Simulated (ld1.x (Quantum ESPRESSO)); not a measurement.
**manganese (Mn): variants of one TM semilocal potential**

Base potential:

manganese (Mn), norm-conserving Troullier–Martins (semilocal form), made with ld1.x (Quantum ESPRESSO) 7.5 (LDA (PZ), non-relativistic). Core [Ar], reference 3d5 4s2 4p0. Waves: 4s (bound): rc 2.65 bohr; 3d (bound): rc 1.40 bohr; 4p (bound, empty): rc 2.30 bohr. Local part: the p channel. Core correction: a·sin(br)/r model core, default radius (core density twice the valence density).

Cutoffs, loose and tight: the cutoffs (Ry, on a coarse ladder) from which the occupation-weighted sum of valence levels, in a spherical-Bessel basis at the reference potential, stays within 10 and 1 mRy of its value at 400 Ry. They do not see the model core or the augmentation charge, which bear on the density cutoff. Test errors are all-electron minus pseudo excitation energies from the reference, over the configurations 3d5 4s1 4p0; 3d5 4s0 4p0; 3d4 4s0 4p0; 3d5.5 4s1.5 4p0; 3d4 4s2 4p0; 3d5 4s1 4p1; 3d5 4s0 4p2 (two spin-polarised tests are not counted in the largest error). A dash means not determined; rows that change the core or the reference have their own tests.

A semilocal file is local in each channel, so a ghost entry of none says nothing of the separable form that plane-wave codes build from it.

| change | outcome | cutoff, loose | cutoff, tight | bound ghosts | largest test error (meV) |
| --- | --- | --- | --- | --- | --- |
| base | generated | 110 Ry | 140 Ry | none | -260 |
| all radii but the core radius scaled by about 0.92 (s 2.44, p 2.12, d 1.28 bohr) | generated | 140 Ry | 160 Ry | none | -226 |
| all radii but the core radius scaled by about 1.26 (s 3.34, p 2.90, d 1.76 bohr) | generated | 80 Ry | 120 Ry | none | -576 |
| all radii but the core radius scaled by about 1.34 (s 3.54, p 3.08, d 1.86 bohr) | generated | 70 Ry | 110 Ry | none | -697 |

Question: What comes out with this change to the base: all radii but the core radius scaled by about 0.79 (s 2.08, p 1.82, d 1.10 bohr)?

Answer: outcome: generated; cutoff, loose: 160 Ry; cutoff, tight: 180 Ry; bound ghosts: none; largest test error (meV): -218.

Question: What comes out with this change to the base: all radii but the core radius scaled by about 1.16 (s 3.06, p 2.66, d 1.62 bohr)?

Answer: outcome: generated; cutoff, loose: 90 Ry; cutoff, tight: 140 Ry; bound ghosts: none; largest test error (meV): -398.

Reading the sweep of the scale of all radii but the core radius (base = 1) (base included, trends over the rows without a ghost): The loose cutoff falls from 160 Ry at 0.79 to 70 Ry at 1.34. A larger radius leaves more room for a smooth pseudo-wave, so fewer plane waves are needed; a smaller one forces it to follow the all-electron wave where it bends sharply. The median size of the test errors (rows with all tests solved) is not monotonic: lowest 15.7 meV at 1.26, highest 47.1 meV at 1.34.
